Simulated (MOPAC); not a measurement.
MOPAC input (PM3):

```
PM3 1SCF CHARGE=-1 GEO-OK AUX(PRECISION=9) THREADS=1
C2H9N2Si

C    -1.43278000 1   -0.39193800 1   -1.07678700 1
Si    0.01051700 1   -0.07688600 1    0.16273100 1
C     1.54925200 1   -0.37463200 1   -0.94783900 1
N    -0.02352800 1   -0.81601700 1    1.63932100 1
N    -0.07580500 1    1.69058300 1    0.39281900 1
H    -1.40744400 1   -1.42511500 1   -1.43958200 1
H    -2.39548200 1   -0.24460800 1   -0.57673300 1
H    -1.39491500 1    0.26768700 1   -1.95365900 1
H     1.64936000 1   -1.43465500 1   -1.20784100 1
H     2.45537800 1   -0.07545000 1   -0.41289200 1
H     1.50384900 1    0.19909200 1   -1.88090900 1
H     0.38770200 1   -1.74189600 1    1.70361900 1
H    -0.91585700 1    2.12090300 1    0.02625300 1
H    -0.03332700 1    1.88790700 1    1.38628300 1
```

From the output:

```
                                                       MOPAC v23.2.5 Linux

          FINAL HEAT OF FORMATION =        -46.00071 KCAL/MOL =    -192.46695 KJ/MOL

          COSMO AREA              =        133.35 SQUARE ANGSTROMS
          COSMO VOLUME            =        125.95 CUBIC ANGSTROMS

          IONIZATION POTENTIAL    =          2.325129 EV
          HOMO LUMO ENERGIES (EV) =         -2.325  6.233
          NO. OF FILLED LEVELS    =         16
          MOLECULAR WEIGHT        =         89.1920         POINT GROUP:  C1

          MOLECULAR DIMENSIONS (Angstroms)

            Atom       Atom       Distance
            H    10    H     7     4.85657
            H     9    H    14     4.29155
            H    12    H     8     4.10898

          SCF CALCULATIONS        =          1

   ATOM   CHEMICAL          X               Y               Z
  NUMBER   SYMBOL      (ANGSTROMS)     (ANGSTROMS)     (ANGSTROMS)

     1       C         -1.43278000  *  -0.39193800  *  -1.07678700  *
     2      Si          0.01051700  *  -0.07688600  *   0.16273100  *
     3       C          1.54925200  *  -0.37463200  *  -0.94783900  *
     4       N         -0.02352800  *  -0.81601700  *   1.63932100  *
     5       N         -0.07580500  *   1.69058300  *   0.39281900  *
     6       H         -1.40744400  *  -1.42511500  *  -1.43958200  *
     7       H         -2.39548200  *  -0.24460800  *  -0.57673300  *
     8       H         -1.39491500  *   0.26768700  *  -1.95365900  *
     9       H          1.64936000  *  -1.43465500  *  -1.20784100  *
    10       H          2.45537800  *  -0.07545000  *  -0.41289200  *
    11       H          1.50384900  *   0.19909200  *  -1.88090900  *
    12       H          0.38770200  *  -1.74189600  *   1.70361900  *
    13       H         -0.91585700  *   2.12090300  *   0.02625300  *
    14       H         -0.03332700  *   1.88790700  *   1.38628300  *

                             CARTESIAN COORDINATES

   1    C       -1.432780000    -0.391938000    -1.076787000
   2   Si        0.010517000    -0.076886000     0.162731000
   3    C        1.549252000    -0.374632000    -0.947839000
   4    N       -0.023528000    -0.816017000     1.639321000
   5    N       -0.075805000     1.690583000     0.392819000
   6    H       -1.407444000    -1.425115000    -1.439582000
   7    H       -2.395482000    -0.244608000    -0.576733000
   8    H       -1.394915000     0.267687000    -1.953659000
   9    H        1.649360000    -1.434655000    -1.207841000
  10    H        2.455378000    -0.075450000    -0.412892000
  11    H        1.503849000     0.199092000    -1.880909000
  12    H        0.387702000    -1.741896000     1.703619000
  13    H       -0.915857000     2.120903000     0.026253000
  14    H       -0.033327000     1.887907000     1.386283000

           Empirical Formula: C2 H9 N2 Si  =    14 atoms

      MOLECULAR POINT GROUP   :   C1

                  EIGENVALUES
 -25.33352 -23.14216 -22.19397 -18.94280 -10.32751  -9.74636  -9.23254  -8.98784
  -8.74024  -8.54091  -7.23648  -6.56449  -5.90846  -4.27003  -2.95173  -2.32513
   6.23256   6.36223   6.55421   7.86790   8.95105   9.10731   9.25190   9.26362
   9.30643   9.36202   9.49133  10.43122  11.66403

              NET ATOMIC CHARGES AND DIPOLE CONTRIBUTIONS

  ATOM NO.   TYPE          CHARGE      No. of ELECS.   s-Pop       p-Pop
    1          C          -0.325584        4.3256     1.18378     3.14180
    2         Si           0.261770        3.7382     1.10597     2.63225
    3          C          -0.293508        4.2935     1.17503     3.11848
    4          N          -0.669350        5.6693     1.68637     3.98298
    5          N          -0.197522        5.1975     1.47407     3.72346
    6          H           0.024577        0.9754     0.97542
    7          H           0.026974        0.9730     0.97303
    8          H           0.019195        0.9808     0.98080
    9          H           0.020536        0.9795     0.97946
   10          H           0.029922        0.9701     0.97008
   11          H           0.020193        0.9798     0.97981
   12          H           0.049246        0.9508     0.95075
   13          H           0.006623        0.9934     0.99338
   14          H           0.026926        0.9731     0.97307
 DIPOLE           X         Y         Z       TOTAL
 POINT-CHG.     0.340     1.679    -2.388     2.939
 HYBRID        -0.610    -0.707    -1.095     1.439
 SUM           -0.270     0.971    -3.483     3.626

          ATOMIC ORBITAL ELECTRON POPULATIONS

     Atom    s        px        py        pz
    1  C   1.18378   1.09502   0.99607   1.05071
    2 Si   1.10597   0.87447   0.90466   0.85312
    3  C   1.17503   1.09828   0.98616   1.03404
    4  N   1.68637   1.65640   1.20307   1.12351
    5  N   1.47407   1.37976   1.21656   1.12714
    6  H   0.97542
    7  H   0.97303
    8  H   0.98080
    9  H   0.97946
   10  H   0.97008
   11  H   0.97981
   12  H   0.95075
   13  H   0.99338
   14  H   0.97307

 **********************
 *                    *
 * JOB ENDED NORMALLY *
 *                    *
 **********************

 == MOPAC DONE ==
```

The dipole moment of an ion depends on the origin.

The geometry given is a B3LYP-D3(BJ)/def2-TZVP minimum.
